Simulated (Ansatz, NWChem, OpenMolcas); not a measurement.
**How methods differ on GeH4 (germane)**

The species is GeH4 (5 atoms), meant as a singlet with charge 0. SMILES: `[GeH4]`. Geometry: relaxed at PBE0-D4/def2-TZVP.

Each level gives the vertical energy of the triplet above the singlet (eV). The values are calculated.

```tsv
level	kind	program	value (eV)	less CCSD(T)/def2-TZVP	CPU time (all runs)
M06-L/def2-TZVP	meta-GGA	OpenMolcas	8.47	-0.07	73 s
TPSS/def2-TZVP	meta-GGA	OpenMolcas	8.14	-0.40	73 s
r2SCAN/def2-TZVP	meta-GGA	Ansatz	8.11	-0.43	78 s
BHLYP/def2-TZVP	global hybrid	Ansatz	8.51	-0.03	18 s
CAM-B3LYP/def2-TZVP	range-separated hybrid	NWChem	8.41	-0.13	2.1 min
wB97M-V/def2-TZVP	range-separated hybrid	Ansatz	8.49	-0.05	2.2 min
RPA@PBE0/def2-TZVP	RPA	Ansatz	8.49	-0.05	33 s
CCSD(T)/def2-TZVP, open shells restricted	coupled cluster or CI	OpenMolcas	8.54	0.00	34 s
```

Differences are taken from CCSD(T)/def2-TZVP, open shells restricted for orientation; it has basis-set and higher-order errors of its own. All-electron rows without a relativistic Hamiltonian named are non-relativistic. The values span 8.11 to 8.54 eV. A triplet this far above the singlet is often a Rydberg-like or dissociative state; sets without diffuse functions put Rydberg states too high. In the correlated wave-function rows the outer d shell of Ge is correlated, in sets not made for it. CPU times are rough (shared hosts, several kinds of processor): they show what a rung costs within a factor of a few.
